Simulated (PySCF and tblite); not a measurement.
Values are calculated unless marked as measured or tabulated.
C5H9FO, numbered as in [F:1][C@H:2]1[CH2:3][CH2:4][CH2:5][CH2:6][O:7]1. The same 5 conformers on PBE0-D3(BJ)/def2-SVP geometries, with only the basis set of the single-point energies changed (functional PBE0, solvent none (gas phase), D3(BJ) where defined; PySCF).

The 6-ring runs over atoms 2–3–4–5–6–7.

```
conformer                                                        shape  symmetry  dipole D
        1                                      6-ring chair (F1 axial)        C1      1.97
        2                   6-ring chair (all substituents equatorial)        C1      3.01
        3  6-ring twist-boat (ring torsions -61, 29, 31, -69, 36, 28°)        C1      2.43
        4  6-ring twist-boat (ring torsions 26, 29, -60, 29, 31, -61°)        C1      2.31
```

Not shown: 1 more, 0.1 % in all.

Energies (kcal/mol) above conformer 1 and its weight at 298.15 K (thermal terms from GFN2-xTB):

```json
{"basis set": "def2-TZVP", "E(2) − E(1)": "2.29", "E(3) − E(1)": "4.00", "E(4) − E(1)": "4.28", "weight of 1 (%)": "97"}
{"basis set": "6-31G*", "E(2) − E(1)": "2.75", "E(3) − E(1)": "4.52", "E(4) − E(1)": "4.66", "weight of 1 (%)": "99"}
{"basis set": "def2-SVP", "E(2) − E(1)": "?", "E(3) − E(1)": "?", "E(4) − E(1)": "?", "weight of 1 (%)": "?"}
{"basis set": "pcseg-1", "E(2) − E(1)": "3.38", "E(3) − E(1)": "4.55", "E(4) − E(1)": "4.61", "weight of 1 (%)": "99"}
{"basis set": "6-311G**", "E(2) − E(1)": "2.97", "E(3) − E(1)": "4.32", "E(4) − E(1)": "4.48", "weight of 1 (%)": "99"}
{"basis set": "def2-SVPD", "E(2) − E(1)": "2.52", "E(3) − E(1)": "3.93", "E(4) − E(1)": "4.10", "weight of 1 (%)": "98"}
```

Problem. What does def2-SVP give?

Solution. E(2) − E(1) = 2.82 kcal/mol, E(3) − E(1) = 4.62 kcal/mol, E(4) − E(1) = 4.53 kcal/mol, weight of conformer 1 99 %.

Problem. How much does the choice of basis set matter?

Solution. The widest range is that of E(2) − E(1), which runs from 2.29 (def2-TZVP) to 3.38 kcal/mol (pcseg-1), a spread of 1.09, against RT = 0.59.
